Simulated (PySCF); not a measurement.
CH₆P₂Si.
Geometry (PBE0-D3(BJ)/def2-SVP, Å), atoms numbered from 1 in this order:
```xyz
10
CH6P2Si angstrom
Si    -1.2476    0.4417    0.2029
C      0.0143   -0.8011   -0.4721
P      1.3139   -1.2196    0.7777
P      2.6826    0.2817    0.7436
H     -1.7924   -0.0449    1.5054
H     -0.5787    1.7596    0.4120
H     -2.3709    0.6004   -0.7709
H     -0.5219   -1.7319   -0.7249
H      0.4514   -0.3944   -1.3985
H      2.1000    1.0874   -0.2958
```

Level of theory: core-valence-separated Tamm–Dancoff BHandHLYP/aug-pcX-1 (pcseg-1 on H, def2-SVPD on P, def2-SVPD on Si) in PySCF, non-relativistic, gas phase, PBE0-D3(BJ)/def2-SVP geometry. The energies are unshifted.

The lowest roots of each edge with f over 0.003 (five at most, numbered afresh; weaker and dark ones are left out), with transition dipoles (au) in the frame of the coordinates:

| root | edge | E (eV) | μx | μy | μz |
| --- | --- | --- | --- | --- | --- |
| 1 | C | 285.28 | -0.0368 | 0.0154 | -0.0524 |
| 2 | C | 285.69 | 0.0251 | 0.0038 | 0.0334 |
| 3 | C | 286.19 | -0.0336 | -0.0552 | 0.0123 |
| 4 | C | 286.48 | -0.0507 | 0.0395 | 0.0355 |

Task: What are the oscillator strengths?

Result: f = (2/3) ΔE |μ|², with ΔE in hartree (27.2114 eV):

```tsv
root	ΔE (Eh)	|μ|² (au)	f	core hole on
1	10.4837	0.004337	0.030	C2
2	10.4989	0.001760	0.012	C2
3	10.5175	0.004327	0.030	C2
4	10.5281	0.005391	0.038	C2
```

Task: Molecules are fixed in this frame and the field points along (0, 1, 1)/√2. What effective strengths 3 f cos²θ do the roots have (θ between field and μ)?

Result: root 1 (C2): 0.014, root 2 (C2): 0.015, root 3 (C2): 0.019, root 4 (C2): 0.059. Root 4 is the strongest. Averaged over all orientations cos²θ is 1/3, which gives f back.

One conformer stands for the species.
